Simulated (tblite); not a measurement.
Species: C6H9Cl3Si.
Numbering: `[CH3:1]/[C:2]([CH2:3][C:4]([Cl:5])([Cl:6])[Cl:7])=[C:8]1\[CH2:9][SiH2:10]1` (hydrogens: H11, H12, H13 on C1; H14, H15 on C3; H16, H17 on C9; H18, H19 on Si10)

Computed with GFN2-xTB (tblite), gas phase: L-BFGS steps from a force-field or distance-geometry start until the largest atomic force falls under 0.01 eV/Å.

Step 19: E = -890.9308 eV
```
atom  x, y, z in Å  |  force x, y, z in eV/Å
C1     -0.7277   -1.6158    0.7890   -0.013   0.024  -0.023
C2     -0.2671   -0.4286   -0.0089   -0.038   0.043   0.025
C3     -1.3331    0.5359   -0.4865   -0.010   0.005   0.003
C4     -1.8895    1.4790    0.5718    0.017  -0.014   0.011
Cl5    -0.5872    2.3785    1.3764    0.011  -0.046  -0.022
Cl6    -2.8488    0.6457    1.8115    0.055  -0.017  -0.032
Cl7    -2.9764    2.6646   -0.2190    0.035   0.000   0.022
C8      0.9956   -0.2361   -0.3435   -0.044   0.004  -0.008
C9      2.3080   -0.9496   -0.1644   -0.018  -0.007   0.027
Si10    2.3938    0.6585   -1.1712   -0.016   0.006   0.002
H11    -1.6518   -2.0080    0.3714   -0.039  -0.044   0.014
H12    -0.9170   -1.3411    1.8253    0.004   0.033   0.001
H13     0.0255   -2.3990    0.7803    0.041   0.036  -0.023
H14    -0.9060    1.1653   -1.2716   -0.005  -0.033  -0.006
H15    -2.1790   -0.0207   -0.8988    0.008   0.001  -0.018
H16     2.6886   -0.9970    0.8474    0.016   0.014   0.033
H17     2.3853   -1.9154   -0.6488    0.002  -0.009  -0.012
H18     2.5177    0.5510   -2.6139   -0.002  -0.011  -0.024
H19     2.9593    1.8420   -0.5540   -0.002   0.016   0.030
```

Step 20: E = -890.9316 eV
```
atom  x, y, z in Å  |  force x, y, z in eV/Å
C1     -0.7281   -1.6148    0.7883   -0.013   0.010  -0.011
C2     -0.2687   -0.4279   -0.0093   -0.012   0.037   0.026
C3     -1.3339    0.5364   -0.4862   -0.005  -0.003  -0.015
C4     -1.8890    1.4790    0.5729    0.015  -0.015  -0.016
Cl5    -0.5853    2.3769    1.3760    0.013  -0.040  -0.017
Cl6    -2.8468    0.6441    1.8107    0.042  -0.017  -0.017
Cl7    -2.9755    2.6651   -0.2187    0.034   0.002   0.029
C8      0.9942   -0.2355   -0.3437    0.002  -0.018   0.002
C9      2.3079   -0.9503   -0.1632   -0.042   0.006   0.019
Si10    2.3922    0.6591   -1.1712   -0.014  -0.025   0.021
H11    -1.6520   -2.0089    0.3716   -0.035  -0.039   0.018
H12    -0.9161   -1.3395    1.8247   -0.001   0.028   0.000
H13     0.0265   -2.3967    0.7795    0.040   0.031  -0.022
H14    -0.9062    1.1637   -1.2722   -0.004  -0.014  -0.009
H15    -2.1779   -0.0215   -0.8999   -0.012   0.004  -0.011
H16     2.6888   -0.9972    0.8501   -0.005   0.013  -0.015
H17     2.3845   -1.9170   -0.6489    0.001   0.032   0.014
H18     2.5174    0.5519   -2.6136   -0.003  -0.012  -0.028
H19     2.9583    1.8423   -0.5543   -0.001   0.021   0.033
```

Step 21: E = -890.9322 eV
```
atom  x, y, z in Å  |  force x, y, z in eV/Å
C1     -0.7289   -1.6139    0.7876   -0.013  -0.005   0.005
C2     -0.2704   -0.4267   -0.0090    0.013   0.015   0.016
C3     -1.3347    0.5367   -0.4864   -0.001  -0.010  -0.029
C4     -1.8881    1.4786    0.5733    0.010  -0.011  -0.035
Cl5    -0.5834    2.3746    1.3752    0.023  -0.030  -0.009
Cl6    -2.8441    0.6424    1.8095    0.025  -0.022   0.001
Cl7    -2.9740    2.6655   -0.2178    0.026   0.009   0.030
C8      0.9925   -0.2354   -0.3436    0.031  -0.024   0.009
C9      2.3071   -0.9507   -0.1618   -0.052   0.011   0.012
Si10    2.3903    0.6595   -1.1708   -0.003  -0.034   0.025
H11    -1.6529   -2.0105    0.3720   -0.018  -0.028   0.024
H12    -0.9153   -1.3374    1.8242   -0.006   0.016  -0.003
H13     0.0282   -2.3938    0.7782    0.027   0.031  -0.019
H14    -0.9063    1.1621   -1.2729   -0.001   0.005  -0.017
H15    -2.1773   -0.0221   -0.9010   -0.028   0.006  -0.008
H16     2.6889   -0.9971    0.8521   -0.021   0.012  -0.046
H17     2.3839   -1.9178   -0.6487   -0.001   0.057   0.032
H18     2.5172    0.5524   -2.6137   -0.005  -0.012  -0.018
H19     2.9575    1.8427   -0.5539   -0.005   0.014   0.029
```

Task: Estimate the geometry and energy of step 22. (The exact step hangs on the optimiser's Hessian estimate; all steps are aligned on step 21, rigid shifts and turns removed.)

Result: E = -890.9330 eV, largest force 0.072 eV/Å
```
atom  x, y, z in Å  |  force x, y, z in eV/Å
C1     -0.7300   -1.6129    0.7869   -0.008  -0.018   0.021
C2     -0.2723   -0.4251   -0.0084    0.030  -0.016  -0.004
C3     -1.3356    0.5369   -0.4872    0.002  -0.016  -0.040
C4     -1.8869    1.4779    0.5731    0.006  -0.005  -0.044
Cl5    -0.5807    2.3713    1.3742    0.034  -0.020  -0.002
Cl6    -2.8405    0.6400    1.8082    0.006  -0.025   0.018
Cl7    -2.9717    2.6662   -0.2161    0.015   0.019   0.028
C8      0.9909   -0.2359   -0.3432    0.039  -0.013   0.011
C9      2.3055   -0.9507   -0.1602   -0.047   0.010   0.006
Si10    2.3882    0.6594   -1.1701    0.011  -0.024   0.016
H11    -1.6542   -2.0127    0.3730    0.006  -0.012   0.031
H12    -0.9144   -1.3346    1.8236   -0.012   0.000  -0.005
H13     0.0307   -2.3897    0.7763    0.008   0.028  -0.012
H14    -0.9064    1.1605   -1.2740    0.002   0.021  -0.027
H15    -2.1770   -0.0228   -0.9024   -0.039   0.007  -0.004
H16     2.6885   -0.9970    0.8536   -0.030   0.013  -0.053
H17     2.3831   -1.9176   -0.6477   -0.002   0.062   0.037
H18     2.5168    0.5528   -2.6139   -0.008  -0.011   0.003
H19     2.9562    1.8433   -0.5531   -0.013   0.000   0.022
```

The energy changes by -0.0007 eV. The first-order estimate −F·Δx gives -0.0010 eV and the mean of the old and new forces, exact on a quadratic surface, -0.0007 eV. The step makes an angle of 58° with the force vector and moves no atom by more than 0.005 Å.

What follows is the cost of the whole relaxation. Hardware: one thread, Arm Neoverse N1 (aarch64), no GPU, shared host with 64 logical CPUs at a one-minute load of 59. Cost: 3.1 s of wall time.
